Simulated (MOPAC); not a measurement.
MOPAC input (AM1):

```
AM1 PRECISE GNORM=0.05 LET XYZ CHARGE=-1 GEO-OK AUX(PRECISION=9) THREADS=1
H2BOSe

B    -0.80953461 1    0.63653466 1   -1.11672204 1
O    -0.53337405 1    1.96334539 1   -0.84866230 1
H     0.05058248 1    2.10885329 1   -0.08732984 1
Se    0.21466719 1   -0.62660416 1    0.32960015 1
H     0.96539856 1    0.30625160 1    1.25383317 1
```

From the last part of the output:

```
                                                       MOPAC v23.2.5 Linux

          FINAL HEAT OF FORMATION =        -76.40452 KCAL/MOL =    -319.67653 KJ/MOL

          COSMO AREA              =         95.86 SQUARE ANGSTROMS
          COSMO VOLUME            =         80.61 CUBIC ANGSTROMS

          GRADIENT NORM           =          0.03947          =       0.01765 PER ATOM
          IONIZATION POTENTIAL    =          2.964604 EV
          HOMO LUMO ENERGIES (EV) =         -2.965  5.293
          NO. OF FILLED LEVELS    =          9
          MOLECULAR WEIGHT        =        107.7852         POINT GROUP:  Cs

          MOLECULAR DIMENSIONS (Angstroms)

            Atom       Atom       Distance
            H     5    O     2     3.23434
           Se     4    H     3     1.97859
            H     3    H     5     0.00000

          SCF CALCULATIONS        =         18

   ATOM   CHEMICAL          X               Y               Z
  NUMBER   SYMBOL      (ANGSTROMS)     (ANGSTROMS)     (ANGSTROMS)

     1       B         -0.75827864  *   0.63071453  *  -1.04853772  *
     2       O         -0.55483665  *   1.95026633  *  -0.87607884  *
     3       H          0.01804457  *   2.13306052  *  -0.13211391  *
     4      Se          0.20692641  *  -0.59908157  *   0.31735465  *
     5       H          0.98410169  *   0.10961098  *   1.29293633  *

                             CARTESIAN COORDINATES

   1    B       -0.758278639     0.630714525    -1.048537724
   2    O       -0.554836647     1.950266328    -0.876078837
   3    H        0.018044567     2.133060515    -0.132113913
   4   Se        0.206926406    -0.599081569     0.317354648
   5    H        0.984101689     0.109610981     1.292936331

           Empirical Formula: H2 O B Se  =     5 atoms

      MOLECULAR POINT GROUP   :   Cs

                  EIGENVALUES
 -32.32439 -15.97716 -15.08759 -11.47954  -8.54431  -8.03967  -5.73441  -3.45046
  -2.96460   5.29338   7.91571   8.39450   9.89631  12.60105

              NET ATOMIC CHARGES AND DIPOLE CONTRIBUTIONS

  ATOM NO.   TYPE          CHARGE      No. of ELECS.   s-Pop       p-Pop
    1          B           0.052595        2.9474     1.85965     1.08775
    2          O          -0.435244        6.4352     1.83664     4.59861
    3          H           0.195632        0.8044     0.80437
    4         Se          -0.821973        6.8220     1.96955     4.85243
    5          H           0.008989        0.9910     0.99101
 DIPOLE           X         Y         Z       TOTAL
 POINT-CHG.     0.223     0.144     0.284     0.389
 HYBRID         1.213     1.310     1.508     2.337
 SUM            1.436     1.454     1.792     2.718

          ATOMIC ORBITAL ELECTRON POPULATIONS

     Atom    s        px        py        pz
    1  B   1.85965   0.25114   0.56398   0.27262
    2  O   1.83664   1.61018   1.51984   1.46859
    3  H   0.80437
    4 Se   1.96955   1.67687   1.68786   1.48769
    5  H   0.99101

 **********************
 *                    *
 * JOB ENDED NORMALLY *
 *                    *
 **********************

 == MOPAC DONE ==
```

The dipole moment of an ion depends on the origin.

The geometry given is a B3LYP-D3(BJ)/def2-TZVP minimum.
